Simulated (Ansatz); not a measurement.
CH₇GeNO (`[CH3][GeH]([NH2])[OH]`), relaxed with RKS PBE-D4/def2-SVP in Ansatz from a rough embedded geometry. The force threshold is 0.03 eV/Å; the program also tests the step.

Total charge 0; spin multiplicity 1.

Start:

```xyz
11

C    -0.390   -1.262   -0.365
Ge    0.039    0.223    0.712
N    -0.282    1.754   -0.249
O     1.797    0.191    1.112
H    -0.219   -2.254    0.197
H    -1.505   -1.270   -0.671
H     0.203   -1.298   -1.314
H    -0.818    0.250    1.956
H     0.245    1.738   -1.144
H    -1.300    1.783   -0.539
H     2.231    0.144    0.306
```

```csv
step,energy (eV),largest force (eV/Å),largest move (Å)
1,-61182.2742,2.318,0.000
2,-61182.5854,0.800,0.172
3,-61182.6191,0.234,0.061
4,-61182.6261,0.146,0.071
5,-61182.6372,0.140,0.200
6,-61182.6479,0.297,0.200
7 (rejected),-61182.6102,1.761,0.199
8,-61182.6614,0.105,0.099
9,-61182.6759,0.095,0.098
10,-61182.6834,0.812,0.146
11,-61182.7089,0.165,0.200
12,-61182.7377,0.176,0.200
13 (rejected),-61182.7339,0.275,0.200
14,-61182.7489,0.067,0.100
15,-61182.7502,0.109,0.100
16,-61182.7519,0.063,0.034
17,-61182.7521,0.048,0.010
18,-61182.7523,0.008,0.017
```

End:

```xyz
11

C    -0.372   -1.434   -0.471
Ge   -0.041    0.166    0.611
N    -0.119    1.615   -0.542
O     1.615    0.186    1.325
H    -0.067   -2.338    0.091
H    -1.448   -1.524   -0.721
H     0.210   -1.389   -1.413
H    -0.945    0.234    1.875
H    -0.804    1.509   -1.299
H    -0.279    2.521   -0.089
H     2.249    0.454    0.633
```

It took 15 s on 4 threads of an INTEL XEON PLATINUM 8581C on a shared host, with 0.18 GiB of host memory at the peak.
